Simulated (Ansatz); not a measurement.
`C[SiH](O)[GaH2]` + `O[SiH2]O` → `C[SiH](O)O[SiH2]O` + `[GaH3]`  (cleavage of the Si–Ga bond)

Computed with Ansatz on PBE0-D4/def2-TZVP structures; ΔE is electronic, products minus reactants. CBS: MP2 limit from def2 TZ/QZ plus the TZ coupled-cluster correction, frozen cores. DFT in def2-TZVPP. B3LYP here is the variant with VWN-RPA as its local correlation; programs differ in this. For Ga outer-core shells are correlated without core-valence functions, which leaves a few kJ/mol of doubt a bond. Scalar relativity is left out up to krypton. One conformer a species, not always the lowest.

| level | ΔE (kcal/mol) | difference from CCSD(T)/CBS |
| --- | --- | --- |
| PBE-D4 | -26.9 | 4.8 |
| r2SCAN-D4 | -32.3 | -0.6 |
| PBE0-D4 | -29.1 | 2.6 |
| B3LYP-D4 | -32.1 | -0.4 |
| ωB97X-V | -32.5 | -0.8 |
| ωB97M-V | -33.2 | -1.5 |
| B2PLYP | -32.2 | -0.5 |
| PBE | -26.0 | 5.7 |
| r2SCAN | -32.0 | -0.3 |
| PBE0 | -28.3 | 3.4 |
| B3LYP | -30.7 | 1.0 |
| HF/def2-TZVPP | -36.9 | -5.2 |
| MP2/def2-TZVPP | -33.2 | -1.5 |
| SCS-MP2/def2-TZVPP | -33.6 | -1.9 |
| CCSD/def2-TZVPP | -32.8 | -1.1 |
| CCSD(T)/def2-TZVPP | -32.3 | -0.6 |
| HF/def2-QZVPP | -37.5 | -5.8 |
| MP2/def2-QZVPP | -33.1 | -1.4 |
| SCS-MP2/def2-QZVPP | -33.6 | -1.9 |
| HF/CBS(def2) | -37.6 | -5.9 |
| MP2/CBS(def2) | -32.6 | -0.9 |
| CCSD/CBS(def2) | -32.2 | -0.5 |
| CCSD(T)/CBS | -31.7 | 0 |

Largest T1 diagnostic among the species: 0.013.

From PBE to PBE0 (25 % exact exchange), in def2-TZVPP and without D4, ΔE moves by −2.3 kcal/mol. The D4 term adds −1.4 kcal/mol with B3LYP and −0.8 kcal/mol with PBE0; it sums over pairs of atoms, weighted by their polarisabilities, and B3LYP, whose exchange is more repulsive, gets the larger term.
